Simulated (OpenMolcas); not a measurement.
**Te²⁺: effect of the basis set**

```yaml
Program: OpenMolcas 26.06
Method: "SS-CASPT2, IPEA 0.25 Eh, imaginary shift 0.1 Eh (closed shells correlated: 4d 5s)"
Active_space: 2 electrons in 3 orbitals (5p)
State_averaging: 2S+1 = 3 even, 3 roots; 2S+1 = 1 even, 6 roots
Spin-orbit_coupling: state interaction with AMFI integrals over the reference wave functions, term energies averaged over their components
```

A. ANO-RCC-VDZP [6s5p3d1f], DKH2, point nucleus; CASPT2 step about 1.4 core-seconds
B. ANO-R1 [6s5p3d1f], X2C, finite nucleus; CASPT2 step about 0.8 core-seconds
C. ANO-R2 [7s6p4d2f1g], X2C, finite nucleus; CASPT2 step of the order of 1.4 core-seconds
D. ANO-RCC-VTZP [7s6p4d2f1g], DKH2, point nucleus; CASPT2 step roughly 1.2 core-seconds
E. ANO-RCC-VQZP [8s7p5d3f2g], DKH2, point nucleus; CASPT2 step about 2.5 core-seconds
F. ANO-R3 [8s7p5d4f3g2h], X2C, finite nucleus; CASPT2 step about 7 core-seconds

Energies in cm⁻¹ above 5s² 5p² ³P₀, the measured ground level; measured values from the list in Zhang, Palmeri, Quinet and Biemont, Astron. Astrophys. 551, A136 (2013).

```csv
Level,A,B,C,D,E,F,Measured
5s² 5p² ³P₀,0.0,0.0,0.0,0.0,0.0,0.0,0.0
5s² 5p² ³P₁,4450,4330,4060,4130,4080,4150,4757
5s² 5p² ³P₂,8170,8020,7350,7410,7270,7350,8167
5s² 5p² ¹D₂,18380,18230,16420,16370,16030,16060,17360
5s² 5p² ¹S₀,32280,32250,29790,29680,29130,29000,30398
```

Deviations, from unrounded energies. A percentage is the sum of absolute deviations over the sum of measured energies, with the sign that they share, or ± where signs differ.

```json
{"Against measurement": "mean absolute deviation (cm-1)", "Levels": "4", "A": "800", "B": "820", "C": "770", "D": "770", "E": "1000", "F": "1000"}
{"Against measurement": "fine structure of the ground term (%)", "Levels": "2", "A": "±2.4", "B": "-4.4", "C": "-11.7", "D": "-10.7", "E": "-12.2", "F": "-11.0"}
{"Against measurement": "other terms of the ground configuration (%)", "Levels": "2", "A": "+6.1", "B": "+5.7", "C": "-3.3", "D": "-3.6", "E": "-5.4", "F": "-5.7"}
```

A, C, D lie about equally close to measurement and E furthest from it. The largest miss of C in the table is 5s² 5p² ¹D₂, by -940 cm-1. The ranking rests on the paired levels alone, and a cruder setting can come out closer through cancelling errors.

The two smallest mean deviations differ by little beside CASPT2's spread within terms, so their order carries little weight.

Among A to F the level of the table that moves most is 5s² 5p² ¹S₀, by 3300 cm-1 (lowest in F, highest in A). Moves below CASPT2's spread within the term are not significant.

CASPT2 breaks the degeneracy within a term, and the mean is taken; among the terms shown or strongly mixed into the levels shown the widest spread is 120 cm-1 (5s² 5p² ¹D, D). With the s shell closed, the reference lacks s² → p² mixing. Measured partners are found by configuration, term and J. A level has none where our copy of the source lacks it or the pairing is in doubt (some pairs that miss far off the trend of their configuration count as doubtful), and it then counts in no deviation. Only configurations of the active space appear.
